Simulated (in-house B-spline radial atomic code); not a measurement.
Checks on a self-consistent run for Pt⁴⁺, [Kr] 4d10 4f14 5s2 5p5 5d6 8f1. Level of theory: Dirac-Hartree-Fock, average of configuration, Fermi nucleus of rms radius 5.427 fm; calculated with a radial B-spline atomic code at the basis-set limit.

| orbital | q | ε (Eh) | <1/r> | <r²> | small-component weight |
| --- | --- | --- | --- | --- | --- |
| 1s1/2 | 2 | -2902.45995 | 93.89 | 0.000406164 | 0.087475 |
| 2s1/2 | 2 | -517.27780 | 23.0452 | 0.00613953 | 0.020025 |
| 2p1/2 | 2 | -494.85321 | 22.9603 | 0.0043673 | 0.020059 |
| 2p3/2 | 4 | -431.19881 | 18.8512 | 0.00555352 | 0.017897 |
| 3s1/2 | 2 | -125.90349 | 8.4737 | 0.039801 | 0.0066891 |
| 3p1/2 | 2 | -115.89237 | 8.37272 | 0.0364464 | 0.006617 |
| 3p3/2 | 4 | -101.70314 | 7.30923 | 0.0428348 | 0.0060025 |
| 3d3/2 | 4 | -85.26188 | 7.18703 | 0.0330373 | 0.0058586 |
| 3d5/2 | 6 | -82.23293 | 6.94226 | 0.0347836 | 0.0056891 |
| 4s1/2 | 2 | -30.37085 | 3.55788 | 0.194401 | 0.0022216 |
| 4p1/2 | 2 | -26.08647 | 3.4436 | 0.199574 | 0.0021253 |
| 4p3/2 | 4 | -22.66698 | 3.09265 | 0.231099 | 0.0019097 |
| 4d3/2 | 4 | -15.65269 | 2.88548 | 0.24569 | 0.0017096 |
| 4d5/2 | 6 | -15.00802 | 2.80018 | 0.257291 | 0.0016476 |
| 4f5/2 | 6 | -5.97317 | 2.42141 | 0.308935 | 0.0012772 |
| 4f7/2 | 8 | -5.84000 | 2.38801 | 0.317293 | 0.0012515 |
| 5s1/2 | 2 | -6.80351 | 1.42375 | 1.01228 | 0.00053673 |
| 5p1/2 | 1.6667 | -5.37035 | 1.31533 | 1.16796 | 0.00047175 |
| 5p3/2 | 3.3333 | -4.76983 | 1.19734 | 1.35653 | 0.00041277 |
| 5d3/2 | 2.4 | -2.71297 | 0.954801 | 2.07793 | 0.00027307 |
| 5d5/2 | 3.6 | -2.64179 | 0.927702 | 2.18242 | 0.00026 |
| 8f5/2 | 0.42857 | -0.27071 | 0.116442 | 180.446 | 1.1984e-05 |
| 8f7/2 | 0.57143 | -0.27045 | 0.116024 | 180.895 | 1.1907e-05 |

Electron-electron repulsion V_ee = 6654.7551 hartree.

Task: What total energy follows from the eigenvalues?

Result: The eigenvalues count the repulsion twice, so E = Σqε - V_ee = -11772.376 - 6654.755 = -18427.131 hartree; the run printed -18427.131.

Task: Does the Dirac virial theorem hold?

Result: For a point nucleus E = -2c²Σq·w, with w the small-component weight. Here Σq·w = 0.49047 and c = 137.0360, so the ratio E/(-2c²Σq·w) is 1.000342; the finite nucleus accounts for the departure from 1.

Task: What diamagnetic shielding (Lamb formula) and susceptibility (Langevin formula) do the radii give?

Result: σ = (α²/3)Σq<1/r> = 591.655/(3·137.036²) = 10502 ppm, and χ = -0.79199×10⁻⁶·Σq<r²> = -167.4×10⁻⁶ cm³/mol with Σq<r²> = 211.38 bohr². Both are non-relativistic formulas without the paramagnetism of open shells; for so heavy an element the full relativistic shielding is larger by tens of per cent.
